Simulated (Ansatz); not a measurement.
`C[CH2][GaH][Cl]` → Cl• + `C[CH2][GaH]`•  (homolysis of the Cl–Ga bond)

Isolated molecules relaxed with PBE0-D4/def2-TZVP in Ansatz; ΔE leaves out vibrations. CCSD(T)/CBS adds triple-zeta CCSD(T) − MP2 to the extrapolated MP2 energy (def2 sets, frozen cores). This one scheme is used for every species, atoms too. Functionals use def2-TZVPP. No spin–orbit coupling; open shells (•) take unrestricted orbitals. Spin–orbit coupling would lower the free atoms: a little for Cl. For Ga outer-core shells are correlated without core-valence functions, so the limit isn't a true one: a few kJ/mol of doubt a bond, and 10 to 20 or more in all where bonds break to atoms. Scalar relativity is left out up to krypton. One conformer a species, not always the lowest.

```tsv
level	ΔE (kJ/mol)
r2SCAN0-D4	456.3
SCS-MP2/def2-QZVPP	477.0
```

**Question.** What does CCSD(T)/CBS give? (Estimate.)

**Answer.** Ansatz gave: +475.6 kJ/mol. The listed levels differ from it by -19.3, 1.4 kJ/mol.

Largest T1 diagnostic among the species: 0.013.

At CCSD(T), def2-SVP lies −38.9 kJ/mol from the extrapolated value and def2-TZVPP −18.5 kJ/mol: correlation converges slowly with the basis, and small sets miss more of it in the bonded molecule than in its fragments. From BLYP to BHLYP (50 % exact exchange), in def2-TZVPP and without D4, ΔE moves by +7.1 kJ/mol. In def2-TZVPP, CCSD(T) changes the Hartree–Fock value by +99.3 kJ/mol (the triples alone add +9.2 kJ/mol) and MP2 by +120.6 kJ/mol; breaking electron pairs costs correlation energy, which Hartree–Fock lacks.

CCSD(T)/CBS has its own doubt, a few kJ/mol and more with outer-core shells, so smaller differences from it don't rank the levels.
